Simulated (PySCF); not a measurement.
C2H5ClSi2. Atoms are numbered in the order given.

```xyz
10

C      2.2608     1.9258    -0.2269
C      1.4701     1.0496     0.0711
Si     0.2211    -0.2079     0.5188
Si    -1.9157     0.7390     0.4053
Cl     0.2895    -1.7668    -0.8528
H      2.9652     2.6952    -0.4907
H      0.5533    -0.7649     1.8596
H     -2.1418     1.2314    -0.9860
H     -2.9401    -0.2938     0.7456
H     -2.0199     1.8794     1.3660
```
Charge 0, spin multiplicity 1.

Geometry optimised at PBE0-D3(BJ)/def2-SVP. The structure was generated by enumeration; whether it is a known compound was not checked.

These are PySCF 2.14.0 with TDDFT-CAM-B3LYP/def2-SVPD values and carry that method's errors.

Vertical excitations. The molecule is in vacuum.

Computed UV-visible absorptions:
```json
[
 {"state": "S1", "energy (eV)": "5.55", "λ (nm)": "223", "f": "0.004", "main pairs": "HOMO→LUMO 69 %, HOMO−2→LUMO 14 %"},
 {"state": "S2", "energy (eV)": "6.01", "λ (nm)": "206", "f": "0.006", "main pairs": "HOMO−1→LUMO 45 %, HOMO→LUMO+1 28 %, HOMO−2→LUMO+1 12 %"},
 {"state": "S3", "energy (eV)": "6.14", "λ (nm)": "202", "f": "0.005", "main pairs": "HOMO−1→LUMO+1 75 %"},
 {"state": "S4", "energy (eV)": "6.54", "λ (nm)": "190", "f": "0.013", "main pairs": "HOMO−2→LUMO 61 %, HOMO→LUMO 19 %"},
 {"state": "S5", "energy (eV)": "7.16", "λ (nm)": "173", "f": "0.070", "main pairs": "HOMO→LUMO+1 24 %, HOMO→LUMO+2 19 %, HOMO→LUMO+3 16 %, HOMO−3→LUMO 10 %"},
 {"state": "S6", "energy (eV)": "7.25", "λ (nm)": "171", "f": "0.058", "main pairs": "HOMO−3→LUMO 74 %"},
 {"state": "S7", "energy (eV)": "7.44", "λ (nm)": "167", "f": "0.292", "main pairs": "HOMO→LUMO+2 42 %, HOMO→LUMO+1 27 %, HOMO−2→LUMO+1 9 %"},
 {"state": "S8", "energy (eV)": "7.48", "λ (nm)": "166", "f": "0.003", "main pairs": "HOMO→LUMO+3 52 %, HOMO→LUMO+2 26 %"},
 {"state": "S9", "energy (eV)": "7.90", "λ (nm)": "157", "f": "0.047", "main pairs": "HOMO→LUMO+4 32 %, HOMO→LUMO+6 12 %, HOMO−2→LUMO 9 %, HOMO→LUMO+3 8 %"},
 {"state": "S10", "energy (eV)": "7.98", "λ (nm)": "155", "f": "0.215", "main pairs": "HOMO→LUMO+4 18 %, HOMO−2→LUMO+1 16 %, HOMO−1→LUMO 15 %, HOMO−1→LUMO+2 12 %"},
 {"state": "T1", "energy (eV)": "4.76", "λ (nm)": "260", "f": "0", "main pairs": "HOMO−1→LUMO 39 %, HOMO→LUMO+1 16 %, HOMO−2→LUMO+1 12 %"},
 {"state": "T2", "energy (eV)": "5.09", "λ (nm)": "244", "f": "0", "main pairs": "HOMO→LUMO 55 %, HOMO−1→LUMO+1 12 %, HOMO−2→LUMO 11 %"},
 {"state": "T3", "energy (eV)": "5.22", "λ (nm)": "238", "f": "0", "main pairs": "HOMO→LUMO+1 33 %, HOMO−1→LUMO 28 %, HOMO−2→LUMO+1 18 %"},
 {"state": "T4", "energy (eV)": "5.72", "λ (nm)": "217", "f": "0", "main pairs": "HOMO−1→LUMO+1 44 %, HOMO→LUMO 27 %, HOMO−2→LUMO 8 %"}
]
```
Triplets are in the Tamm–Dancoff approximation, which puts them higher than full response would, so one can lie above its singlet here.
